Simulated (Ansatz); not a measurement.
Basis-set series for `BC1=[CH][AlH][CH2]1`. Total charge 0; spin multiplicity 1. The geometry is a stationary point of PBE0-D4/def2-TZVP.

```xyz
11

B    -1.3886   -0.0834   -1.1774
C    -0.1400   -0.2219   -0.2959
C    -0.1387   -1.1335    0.7259
Al    1.1155    0.0338    1.5796
C     1.0432    0.7412   -0.2515
H    -1.9115   -1.0512   -1.6487
H    -1.8829    0.9960   -1.3438
H    -0.8648   -1.9379    0.7840
H     1.5342    0.4712    3.0477
H     0.8023    1.7791   -0.4909
H     1.8314    0.4067   -0.9289
```

```csv
functional,basis,functions,energy (Eh),HOMO (eV),LUMO (eV)
PBE0-D4,def2-SVP,104,-384.65761,-6.91,-1.93
PBE0-D4,def2-TZVPP,250,-384.89643,-6.91,-1.97
ωB97M-V,def2-SVP,104,-384.85271,-9.00,0.02
ωB97M-V,def2-TZVPP,250,-385.09995,-9.03,-0.10
```

Problem. Give the rows for def2-QZVPP. (Best estimate.)

Solution. Ansatz gave: 
| functional | basis | functions | energy (Eh) | HOMO (eV) | LUMO (eV) |
| --- | --- | --- | --- | --- | --- |
| PBE0-D4 | def2-QZVPP | 478 | -384.91190 | -6.91 | -1.98 |
| ωB97M-V | def2-QZVPP | 478 | -385.11467 | -9.03 | -0.17 |
